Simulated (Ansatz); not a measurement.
Ca4O4⁺. The state is a doublet with charge 1. Geometry PBE-D4/def2-SVP; atoms count from 1.

```xyz
8

Ca    2.624   -0.567   -0.467
Ca    0.736    2.090    1.598
Ca   -2.624    0.594    0.431
Ca   -0.735   -2.117   -1.562
O    -2.272   -1.028   -0.764
O     2.272    1.028    0.764
O    -1.279    1.815    1.372
O     1.279   -1.815   -1.373
```

The structure comes from a short search, and lower isomers may exist.

(1) Estimate the Mulliken populations from the PBE0/def2-TZVP orbitals of Ansatz.

(2) Where does the spin sit?

(3) And the Mayer bond orders between heavy atoms (over 0.3)?

Answers

(1) 
| atom | charge (e) | spin (α − β) |
| --- | --- | --- |
| Ca1 | 1.30 | -0.02 |
| Ca2 | 1.30 | -0.02 |
| Ca3 | 1.30 | -0.02 |
| Ca4 | 1.30 | -0.02 |
| O5 | -1.05 | 0.27 |
| O6 | -1.05 | 0.27 |
| O7 | -1.05 | 0.27 |
| O8 | -1.05 | 0.27 |
Mulliken values depend strongly on the basis.

(2) Summed by element: Ca -0.08, O 1.08, of 1 unpaired in all. Largest on single atoms: O8 0.27, O5 0.27, O7 0.27.

(3) Ca1–O6 0.61 (2.05 Å); Ca1–O8 0.61 (2.05 Å); Ca2–O6 0.61 (2.05 Å); Ca2–O7 0.61 (2.05 Å); Ca3–O5 0.61 (2.05 Å); Ca3–O7 0.61 (2.05 Å); Ca4–O5 0.61 (2.05 Å); Ca4–O8 0.61 (2.05 Å).
